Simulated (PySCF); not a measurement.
Ionisation energy of Ag by level of theory

Ag [Kr] 4d10 5s1 (2S) → Ag⁺ [Kr] 4d10 (1S), as a difference of total energies. Computed with PySCF 2.14 in aug-cc-pwCVDZ-PP with ECP28MDF, with scalar relativity through the core potential. Correlated levels: valence: 4s2 4p6 frozen; valence and next inner shell: nothing frozen outside the core potential. The calculations carry no spin-orbit coupling.

```tsv
method	ionisation energy (eV)
UHF	6.368
LDA	8.372
PBE	8.042
PBE0	7.707
r2SCAN	7.911
MN15	7.800
r2SCAN0	7.678
HSE06	7.761
B2PLYP	7.670
MP2 (valence)	7.424
SCS-MP2 (valence)	7.267
MP2 (valence and next inner shell)	7.562
SCS-MP2 (valence and next inner shell)	7.367
```

Errors of the correlated levels include the incompleteness of this basis and the frozen core.

Task: Which method comes closest to the reference value, and which is furthest?

Result: The reference is 7.576 eV (measured; NIST Atomic Spectra Database, ionization energies). Closest: MP2 (valence and next inner shell) (error -0.014 eV); furthest: UHF (error -1.208 eV).
